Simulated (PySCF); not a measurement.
From results back to the method.

CH4B2F2O2.
InChI=1S/CH4B2F2O2/c4-2(5)1-3(6)7/h6-7H,1H2

The closed-shell ground state was solved 7 times with PySCF (density fitting, gas phase), always with PBE0, in these basis sets: 6-311+G(2d,p), 6-31G, STO-3G, aug-cc-pVDZ, cc-pVDZ, pcSseg-0 and pcSseg-2. Geometry: PBE0-D3(BJ)/def2-SVP, one conformer, isolated molecule.

| row | total energy (Eh) | HOMO (eV) | LUMO (eV) | dipole (D) |
| --- | --- | --- | --- | --- |
| P | -434.0911 | -5.46 | 4.11 | 2.83 |
| Q | -440.1565 | -9.34 | 0.47 | 3.56 |
| R | -440.1919 | -9.63 | -0.74 | 3.41 |
| S | -439.9978 | -9.48 | 0.23 | 4.20 |
| T | -440.3268 | -9.63 | -0.31 | 3.50 |
| U | -439.1290 | -9.65 | 0.28 | 4.31 |
| V | -440.2849 | -9.68 | -0.66 | 3.52 |

Which basis belongs to which row?

P = STO-3G, Q = cc-pVDZ, R = aug-cc-pVDZ, S = 6-31G, T = pcSseg-2, U = pcSseg-0, V = 6-311+G(2d,p). From the lowest total energy up: pcSseg-2 (308 functions) 0 eV; 6-311+G(2d,p) (213 functions) +1.14 eV; aug-cc-pVDZ (197 functions) +3.67 eV; cc-pVDZ (118 functions) +4.64 eV; 6-31G (71 functions) +8.95 eV; pcSseg-0 (71 functions) +32.60 eV; STO-3G (39 functions) +169.68 eV.

Conformer computed: `[OH:1][B:2]([OH:3])[CH2:4][B:5]([F:6])[F:7]`: O1–B2–C4–B5 94°, B2–C4–B5–F6 92°, H–O1–B2–O3 1°, H–O3–B2–O1 0°.
